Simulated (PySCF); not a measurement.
Cards and structures have been mixed up. Pair them.

Structures:
1. `O=Nc1ccccc1` (C6H5NO)
2. `CCCOC` (C4H10O)
3. `O` (H2O)
4. `FC(Cl)(Cl)Cl` (CCl3F)
5. `CSc1ccsc1` (C5H6S2)

Card P (geometry GFN2-xTB):
* Rotational constants A, B, C: 871.841, 420.472, 283.666 GHz
* HOMO energy (B3LYP/6-31++G**): -8.74 eV
* Isotropic shieldings of nuclei other than C and H, by class (GIAO B3LYP/6-31++G**): 336 (1 O) ppm
* Dipole moment (B3LYP/6-31++G**): 2.16 D
* Point group: C2v

Card Q (geometry GFN2-xTB):
- Rotational constants A, B, C: 2.444, 2.444, 1.709 GHz
- 13C chemical shifts (computed TMS as zero) by class (GIAO B97-2/aug-cc-pVDZ): 146.3 (1 C) ppm
- Isotropic shieldings of nuclei other than C and H, by class (GIAO B97-2/aug-cc-pVDZ): 189 (1 F), 445 (3 Cl) ppm
- HOMO energy (B97-2/aug-cc-pVDZ): -8.94 eV
- Dipole moment (B97-2/aug-cc-pVDZ): 0.35 D
- Point group: C3v

Card R (geometry GFN2-xTB):
- Rotational constants A, B, C: 5.328, 1.651, 1.260 GHz
- Point group: Cs
- HOMO energy (PBE0/pcSseg-1): -6.48 eV
- Dipole moment (PBE0/pcSseg-1): 4.12 D

Card S (geometry GFN2-xTB):
- Rotational constants A, B, C: 20.068, 2.131, 2.024 GHz
- HOMO energy (PBE0/pcSseg-1): -7.28 eV
- Isotropic shieldings of nuclei other than C and H, by class (GIAO PBE0/pcSseg-1): 307 (1 O) ppm
- Point group: Cs
- Dipole moment (PBE0/pcSseg-1): 1.19 D
- 13C chemical shifts (computed TMS as zero) by class (GIAO PBE0/pcSseg-1): 80.6 (1 C), 61.6 (1 C), 27.7 (1 C), 11.7 (1 C) ppm

Card T (geometry GFN2-xTB):
- Rotational constants A, B, C: 4.675, 1.152, 0.930 GHz
- 13C chemical shifts (computed TMS as zero) by class (GIAO PBE0/pcSseg-1): 142.8 (1 C), 135.1 (1 C), 129.8 (1 C), 117.5 (1 C), 19.7 (1 C) ppm
- Dipole moment (PBE0/pcSseg-1): 1.02 D
- Point group: Cs
- Isotropic shieldings of nuclei other than C and H, by class (GIAO PBE0/pcSseg-1): 274 (1 S), 492 (1 S) ppm
- HOMO energy (PBE0/pcSseg-1): -6.04 eV

Each SMILES stands for a single optimised conformer of the isolated species, non-relativistic unless stated; the electronic structure was computed with PySCF and density fitting. NMR classes are plain means over equivalent atoms (diastereotopic ones count apart unless rotation or inversion swaps them), as if these changed places fast.

**Question.** Which card belongs to which structure?

**Answer.** P = 3, Q = 4, R = 1, S = 2, T = 5. What ties each card to its structure:
- 1 (card R), C6H5NO, monoisotopic mass 107.0 u, 8 heavy atoms: an asymmetric top with C = 1.260 GHz; dipole 4.12 D.
- 2 (card S), C4H10O, monoisotopic mass 74.1 u, 5 heavy atoms: 4 C in 4 classes; the least shielded carbon (80.6 ppm) is an sp3 carbon bound to oxygen; an asymmetric top with C = 2.024 GHz; dipole 1.19 D.
- 3 (card P), H2O, monoisotopic mass 18.0 u, 1 heavy atom: point group C2v; an asymmetric top with C = 283.666 GHz, the highest such constant on the cards; dipole 2.16 D.
- 4 (card Q), CCl3F, monoisotopic mass 135.9 u, 5 heavy atoms: 1 C in 1 class; point group C3v; an oblate symmetric top with C = 1.709 GHz; dipole 0.35 D. NMR values of atoms bound to several Cl lack the spin–orbit term that these neighbours bring.
- 5 (card T), C5H6S2, monoisotopic mass 130.0 u, 7 heavy atoms: 5 C in 5 classes; the least shielded carbon (142.8 ppm) is a substituted aromatic carbon; an asymmetric top with C = 0.930 GHz, the lowest such constant on the cards; dipole 1.02 D.
